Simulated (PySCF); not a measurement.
Computed shifts of a molecule C9H8SSe, PBE/pcSseg-1 in PySCF, GIAO, gas phase, equivalent atoms averaged, in ppm (number of nuclei): ¹³C: 156.0 (1), 146.3 (1), 141.5 (1), 139.4 (1), 137.9 (1), 135.0 (1), 129.5 (1), 128.0 (1), 22.3 (1). ¹H: 7.91 (1), 7.89 (1), 7.56 (1), 7.24 (1), 7.21 (1), 2.87 (3). References: ¹³C against TMS (σ = 182.0 ppm); ³³S against H2S (σ = 706.5 ppm); ⁷⁷Se against Me2Se (σ = 1634.8 ppm); ¹H against TMS (σ = 31.49 ppm), references at their B3LYP-D3(BJ)/def2-TZVP geometries, non-relativistic. Geometry optimised at PBE-D3(BJ)/def2-SVP. One conformer was computed; it need not be the lowest.

Problem. Identify the compound among the candidates.
A) C[Se]c1csc2ccccc12
B) C[Se]c1ccc2ccsc2c1
C) C[Se]c1ccc2sccc2c1
D) Cc1ccsc1-c1ccc[se]1

Solution. D, Cc1ccsc1-c1ccc[se]1
